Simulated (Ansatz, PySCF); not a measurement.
C4H7BF2, SMILES CB(F)/C=C(/C)F. Atoms are numbered in the order given.

```xyz
14

C      2.6131    -0.8767     0.6148
B      1.3268    -0.1415     0.0892
F      1.5156     0.9830    -0.6151
C     -0.1147    -0.6501     0.3437
C     -1.2593    -0.0761    -0.0717
C     -2.6590    -0.5371     0.1554
F     -1.2338     1.0572    -0.7864
H      3.2077    -0.1900     1.2439
H      2.4075    -1.7892     1.1932
H      3.2657    -1.1427    -0.2363
H     -0.2521    -1.5705     0.9192
H     -2.6863    -1.4654     0.7395
H     -3.2304     0.2435     0.6851
H     -3.1624    -0.7005    -0.8122
```

The structure is a stationary point at B3LYP-D3(BJ)/def2-SVP. The structure was generated by enumeration; whether it is a known compound was not checked. Other conformers were not sampled.

Two levels are set side by side: PBE-D3(BJ)/def2-SVP (Ansatz, a program for electronic structure) and B3LYP-D3(BJ)/def2-SVP (Ansatz). Each level has its own optimised geometry; the coordinates shown are those of the second. Frequencies come from the Hessian of PySCF at each geometry. Differences are taken from unrounded values.

```
quantity                            B3LYP-D3(BJ)  PBE-D3(BJ)  PBE-D3(BJ) minus B3LYP-D3(BJ)
----------------------------------  ------------  ----------  -----------------------------
mean bond length (Å)                       1.257       1.264                          0.007
bond C1–B2 (Å)                             1.572       1.576                          0.004
bond B2–F3 (Å)                             1.340       1.350                          0.010
bond B2–C4 (Å)                             1.550       1.553                          0.003
bond C4–C5 (Å)                             1.346       1.356                          0.010
bond C5–C6 (Å)                             1.491       1.493                          0.002
bond C5–F7 (Å)                             1.340       1.347                          0.007
bond C1–H8 (Å)                             1.105       1.112                          0.007
bond C1–H9 (Å)                             1.100       1.107                          0.007
bond C1–H10 (Å)                            1.105       1.112                          0.007
bond C4–H11 (Å)                            1.094       1.102                          0.008
bond C6–H12 (Å)                            1.097       1.104                          0.007
bond C6–H13 (Å)                            1.103       1.110                          0.007
bond C6–H14 (Å)                            1.103       1.110                          0.007
highest harmonic wavenumber (cm⁻¹)          3173        3112                            -62
mean harmonic wavenumber (cm⁻¹)             1293        1259                            -34
zero-point energy (kcal/mol)               66.53       64.79                          -1.74
```

Exact exchange shortens and stiffens bonds; PBE has none. Differences between two approximate levels are no errors against the true value.
